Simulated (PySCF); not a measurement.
Relaxation of singlet TaO₂F

All numbers come from PBE0/[Ta def2-TZVP with ECP60, O def2-TZVP, F def2-TZVP], scalar-relativistic core potentials, density fitting, no spin–orbit coupling, PySCF. A (50,194) grid was used.

A hand-made trigonal planar start, of C2v symmetry, held to at least that symmetry:

Coordinates in bohr (charge 0 multiplicity 1):
```
Ta   -0.0866    0.0000    0.0000
O    -1.8157    2.9948    0.0000
O    -1.8157   -2.9948    0.0000
F     3.8818    0.0000    0.0000
```

Task: What does it relax to?

Result: It ends at C2v with Ta–F 1.929 Å, Ta–O 1.735 Å (×2); F–Ta–O 124.1° (×2), O–Ta–O 111.7°. A frequency run shows 1 imaginary mode, down to 150i cm⁻¹, so it is a saddle point. Other isomers or separated fragments may lie lower.

Task: How much energy is released, and in how many steps?

Result: 82.7 kJ/mol in 5 steps.

Spin–orbit coupling, left out here, can matter for elements this heavy.
